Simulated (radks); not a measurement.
Results of a calculation; reference values are marked as such.
The nuclear charge of neutral iridium is varied continuously with 77 electrons held in [Xe] 4f14 5d7 6s2. Code: a radial shooting solver on a logarithmic mesh with Libxc functionals. Model: scalar-relativistic Kohn-Sham, PBE, spin-polarised, spherical densities, finite nucleus; open shells are filled with parallel spins first (spin-orbit coupling, left out, can overturn this in heavy ions); Fermi nuclear charge, rms radius 5.4032 fm. By the Hellmann-Feynman theorem dE/dZ = E(electron-nucleus)/Z, the electronic potential at the nucleus (averaged over a nucleus of fixed radius). The scalar-relativistic energy here is not variational (the density holds large components alone), so the two differ by a part that grows with Z.

[
 {"Z": "76.8", "E (hartree)": "-17708.5521", "E(electron-nucleus)/Z (hartree)": "-572.003", "HOMO": "5d", "e(HOMO) (eV)": "-4.119", "<r> HOMO (bohr)": "1.802"},
 {"Z": "77", "E (hartree)": "-17824.1531", "E(electron-nucleus)/Z (hartree)": "-574.310", "HOMO": "6s", "e(HOMO) (eV)": "-5.806", "<r> HOMO (bohr)": "2.976"},
 {"Z": "77.2", "E (hartree)": "-17940.2255", "E(electron-nucleus)/Z (hartree)": "-576.619", "HOMO": "6s", "e(HOMO) (eV)": "-7.395", "<r> HOMO (bohr)": "2.886"},
 {"Z": "77.4", "E (hartree)": "-18056.7696", "E(electron-nucleus)/Z (hartree)": "-578.929", "HOMO": "6s", "e(HOMO) (eV)": "-9.063", "<r> HOMO (bohr)": "2.805"},
 {"Z": "77.6", "E (hartree)": "-18173.7857", "E(electron-nucleus)/Z (hartree)": "-581.241", "HOMO": "6s", "e(HOMO) (eV)": "-10.806", "<r> HOMO (bohr)": "2.732"},
 {"Z": "77.8", "E (hartree)": "-18291.2744", "E(electron-nucleus)/Z (hartree)": "-583.555", "HOMO": "6s", "e(HOMO) (eV)": "-12.620", "<r> HOMO (bohr)": "2.666"},
 {"Z": "78", "E (hartree)": "-18409.2362", "E(electron-nucleus)/Z (hartree)": "-585.871", "HOMO": "6s", "e(HOMO) (eV)": "-14.503", "<r> HOMO (bohr)": "2.604"}
]

The central difference of E at Z = 77 is -579.183 hartree, to compare with the third column; the second derivative is -11.8 hartree.
